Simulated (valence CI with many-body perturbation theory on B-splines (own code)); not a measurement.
# E1 line list for Cd XXXV

Calculated by relativistic CI+MBPT: four valence electrons over a frozen Dirac-Fock core [Ne], radial functions for each j: 11 s, 11 p, 10 d, 8 f, 5 g, 2 h, with the one-electron correlation potential Σ1 (screened to all orders), the two-electron term Σ2, the three-electron term Σ3, Breit, model QED; selected single and double excitations, second order for the rest, scaled by the run's own slope (own B-spline code, finite nucleus).

The last digits are not significant, and no measured levels were compared; by estimate large intervals hold to a few tenths of a per cent, small ones and those within an open d or f shell to about a per cent. Among the levels kept, up to 700 cm⁻¹ of a level comes from second order outside the variational space, and about a tenth of that is noise between levels of different J, which matters for small intervals.

Lines 151 to 200 of 543 in falling wavelength, among levels below 4007.2 × 10³ cm⁻¹, chosen from the strongest by gf and those to the six lowest levels. Wavelengths and rates use the calculated energies. Electric multipoles are in the length gauge, E1 and E2 with the static RPA response of the core. Weak lines are less certain than strong ones. Lines between different terms over intervals too small for the method are left out, as are lines whose strength nearly cancels. Where a level lies close to another of its J and parity, the split of strength between their lines is uncertain. The highest levels of a list are the least certain.

Levels are named by their leading jj configuration (3d3/2^4 stands for four electrons in 3d with j = 3/2), which in mixed levels can hold well under half, so a name can repeat and another be missing. Letters in brackets count levels of one name in rising energy.

| λ vac (nm) | Upper | Lower | A (s⁻¹) | S (a.u.) with core polarisation | S without |
| --- | --- | --- | --- | --- | --- |
| 8.619 | (3s^2 3p1/2 3d5/2) J=3 | (3s^2 3p1/2 3p3/2) J=2 | 4.46e+10 | 9.85e-02 | 1.01e-01 |
| 8.613 | (3s 3p1/2 3d3/2 3d5/2) J=4 [a] | (3s 3p1/2 3p3/2 3d3/2) J=3 [a] | 3.99e+10 | 1.13e-01 | 1.16e-01 |
| 8.612 | (3s 3p1/2 3p3/2 3d5/2) J=1 [a] | (3s 3p1/2 3p3/2^2) J=2 [a] | 2.73e+10 | 2.59e-02 | 2.64e-02 |
| 8.607 | (3s^2 3d3/2 3d5/2) J=3 | (3s^2 3p3/2 3d3/2) J=2 | 2.66e+10 | 5.87e-02 | 5.99e-02 |
| 8.606 | (3s 3p3/2 3d3/2 3d5/2) J=2 [b] | (3s 3p3/2^2 3d3/2) J=1 [a] | 3.47e+10 | 5.46e-02 | 5.57e-02 |
| 8.606 | (3s 3p3/2 3d5/2^2) J=4 | (3s 3p3/2^2 3d3/2) J=3 [a] | 1.02e+10 | 2.88e-02 | 2.95e-02 |
| 8.604 | (3s 3p1/2 3p3/2^2) J=1 [a] | (3s^2 3p1/2 3p3/2) J=1 | 3.01e+10 | 2.84e-02 | 2.90e-02 |
| 8.595 | (3p1/2 3p3/2^2 3d5/2) J=1 [b] | (3s 3p1/2 3p3/2 3d5/2) J=2 [b] | 2.56e+10 | 2.41e-02 | 2.46e-02 |
| 8.591 | (3s 3p3/2 3d3/2 3d5/2) J=3 [c] | (3s 3p1/2 3p3/2 3d5/2) J=3 [e] | 3.51e+10 | 7.68e-02 | 7.85e-02 |
| 8.590 | (3p1/2 3p3/2^2 3d5/2) J=2 [c] | (3s 3p1/2 3p3/2 3d5/2) J=2 [e] | 7.67e+10 | 1.20e-01 | 1.23e-01 |
| 8.567 | (3s 3p1/2 3p3/2 3d5/2) J=2 [d] | (3s^2 3p1/2 3d5/2) J=2 | 2.16e+10 | 3.36e-02 | 3.43e-02 |
| 8.567 | (3s 3p3/2 3d3/2 3d5/2) J=1 [a] | (3s 3p3/2^2 3d3/2) J=1 [a] | 2.39e+10 | 2.22e-02 | 2.27e-02 |
| 8.564 | (3s 3p3/2^2 3d3/2) J=1 [c] | (3s^2 3p3/2 3d3/2) J=2 | 6.41e+10 | 5.96e-02 | 6.09e-02 |
| 8.560 | (3p1/2 3p3/2^2 3d3/2) J=1 [c] | (3s 3p3/2^2 3d5/2) J=0 [a] | 4.42e+10 | 4.11e-02 | 4.19e-02 |
| 8.558 | (3s 3p1/2 3d3/2 3d5/2) J=5 [a] | (3s 3p1/2 3p3/2 3d5/2) J=4 [b] | 2.82e+10 | 9.61e-02 | 9.80e-02 |
| 8.553 | (3s 3p3/2 3d3/2 3d5/2) J=2 [c] | (3s 3p3/2^2 3d3/2) J=3 [a] | 1.55e+10 | 2.39e-02 | 2.44e-02 |
| 8.538 | (3s 3p3/2^2 3d3/2) J=2 [c] | (3s^2 3p3/2 3d5/2) J=2 [b] | 2.30e+10 | 3.53e-02 | 3.60e-02 |
| 8.536 | (3s 3p3/2^2 3d5/2) J=0 [a] | (3s^2 3p1/2 3d3/2) J=1 | 7.58e+10 | 2.33e-02 | 2.38e-02 |
| 8.535 | (3s 3p3/2 3d3/2 3d5/2) J=2 [d] | (3s 3p3/2^2 3d3/2) J=2 [a] | 3.78e+10 | 5.80e-02 | 5.92e-02 |
| 8.531 | (3p1/2 3p3/2^2 3d5/2) J=2 [a] | (3s 3p1/2 3p3/2 3d3/2) J=1 [d] | 2.97e+10 | 4.56e-02 | 4.65e-02 |
| 8.526 | (3s 3p3/2^2 3d5/2) J=4 [b] | (3s^2 3p3/2 3d3/2) J=3 | 1.01e+11 | 2.77e-01 | 2.83e-01 |
| 8.526 | (3p1/2 3p3/2^2 3d3/2) J=2 [a] | (3s 3p1/2 3p3/2 3d3/2) J=1 [a] | 4.69e+10 | 7.17e-02 | 7.32e-02 |
| 8.521 | (3s 3p1/2 3p3/2 3d5/2) J=1 [c] | (3s^2 3p1/2 3d3/2) J=1 | 4.78e+10 | 4.38e-02 | 4.47e-02 |
| 8.514 | (3s 3p3/2 3d3/2 3d5/2) J=3 [e] | (3s 3p3/2^2 3d3/2) J=3 [a] | 1.82e+10 | 3.88e-02 | 3.96e-02 |
| 8.512 | (3s 3p1/2 3p3/2 3d5/2) J=2 [c] | (3s^2 3p1/2 3d3/2) J=1 | 2.14e+10 | 3.25e-02 | 3.32e-02 |
| 8.506 | (3s 3p3/2^2 3d3/2) J=1 [a] | (3s 3p1/2 3p3/2^2) J=1 [b] | 5.45e+10 | 4.97e-02 | 5.08e-02 |
| 8.505 | (3s 3p3/2 3d3/2 3d5/2) J=3 [c] | (3s 3p1/2 3p3/2 3d5/2) J=2 [c] | 1.90e+10 | 4.03e-02 | 4.12e-02 |
| 8.503 | (3p1/2 3p3/2^2 3d5/2) J=2 [c] | (3s 3p1/2 3p3/2 3d5/2) J=2 [d] | 5.73e+10 | 8.69e-02 | 8.87e-02 |
| 8.491 | (3s^2 3d3/2 3d5/2) J=4 | (3s^2 3p3/2 3d5/2) J=3 | 2.11e+11 | 5.75e-01 | 5.87e-01 |
| 8.491 | (3s 3p1/2 3d3/2 3d5/2) J=4 [d] | (3s 3p1/2 3p3/2 3d5/2) J=3 [c] | 4.96e+10 | 1.35e-01 | 1.37e-01 |
| 8.482 | (3s 3p3/2 3d3/2 3d5/2) J=1 [b] | (3s 3p3/2^2 3d3/2) J=1 [a] | 2.57e+10 | 2.32e-02 | 2.37e-02 |
| 8.481 | (3s 3p1/2 3p3/2 3d5/2) J=2 [e] | (3s^2 3p1/2 3d5/2) J=2 | 6.87e+10 | 1.03e-01 | 1.06e-01 |
| 8.480 | (3s^2 3p1/2 3d3/2) J=1 | (3s^2 3p1/2 3p3/2) J=2 | 2.56e+10 | 2.31e-02 | 2.37e-02 |
| 8.464 | (3s 3p1/2 3d5/2^2) J=5 | (3s 3p1/2 3p3/2 3d5/2) J=5 | 2.81e+10 | 9.24e-02 | 9.43e-02 |
| 8.459 | (3s 3p1/2 3d3/2 3d5/2) J=5 [b] | (3s 3p1/2 3p3/2 3d5/2) J=4 [c] | 2.10e+10 | 6.91e-02 | 7.05e-02 |
| 8.454 | (3p1/2^2 3p3/2 3d5/2) J=1 | (3s 3p1/2 3p3/2 3d3/2) J=0 [a] | 3.97e+10 | 3.55e-02 | 3.63e-02 |
| 8.452 | (3p1/2^2 3p3/2 3d5/2) J=4 | (3s 3p1/2^2 3d5/2) J=3 | 3.52e+10 | 9.44e-02 | 9.64e-02 |
| 8.451 | (3s 3p1/2 3d3/2 3d5/2) J=4 [b] | (3s 3p1/2 3p3/2 3d5/2) J=3 [a] | 6.75e+10 | 1.81e-01 | 1.85e-01 |
| 8.445 | (3s^2 3d3/2 3d5/2) J=2 | (3s^2 3p3/2 3d3/2) J=3 | 2.75e+10 | 4.08e-02 | 4.18e-02 |
| 8.444 | (3s 3p3/2 3d3/2 3d5/2) J=3 [d] | (3s 3p1/2 3p3/2 3d5/2) J=3 [e] | 1.78e+10 | 3.70e-02 | 3.78e-02 |
| 8.439 | (3s 3p3/2 3d3/2 3d5/2) J=2 [a] | (3s 3p1/2 3p3/2 3d5/2) J=2 [d] | 3.24e+10 | 4.80e-02 | 4.90e-02 |
| 8.435 | (3s 3p1/2 3p3/2 3d5/2) J=2 [b] | (3s 3p1/2 3p3/2^2) J=3 | 7.48e+10 | 1.11e-01 | 1.13e-01 |
| 8.435 | (3s 3p1/2 3d3/2 3d5/2) J=3 [b] | (3s 3p1/2 3p3/2 3d5/2) J=4 [a] | 2.62e+10 | 5.43e-02 | 5.55e-02 |
| 8.431 | (3s 3p3/2 3d3/2 3d5/2) J=2 [d] | (3s 3p3/2^2 3d3/2) J=3 [a] | 2.01e+10 | 2.97e-02 | 3.03e-02 |
| 8.425 | (3s 3p1/2 3d3/2 3d5/2) J=2 [d] | (3s 3p1/2 3p3/2 3d3/2) J=1 [b] | 1.87e+10 | 2.76e-02 | 2.81e-02 |
| 8.422 | (3s 3p1/2 3d3/2 3d5/2) J=2 [c] | (3s 3p1/2 3p3/2 3d3/2) J=2 [c] | 2.55e+10 | 3.77e-02 | 3.84e-02 |
| 8.414 | (3s 3p1/2 3p3/2^2) J=2 [b] | (3s^2 3p1/2 3p3/2) J=1 | 4.41e+10 | 6.49e-02 | 6.62e-02 |
| 8.407 | (3p1/2^2 3p3/2 3d5/2) J=2 | (3p1/2^2 3p3/2^2) J=2 | 3.58e+10 | 5.26e-02 | 5.36e-02 |
| 8.398 | (3s 3p1/2 3p3/2 3d5/2) J=1 [b] | (3s 3p1/2 3p3/2^2) J=0 | 4.85e+10 | 4.25e-02 | 4.34e-02 |
| 8.394 | (3p1/2 3p3/2^2 3d3/2) J=1 [c] | (3s 3p1/2 3p3/2 3d3/2) J=2 [e] | 3.33e+10 | 2.91e-02 | 2.98e-02 |
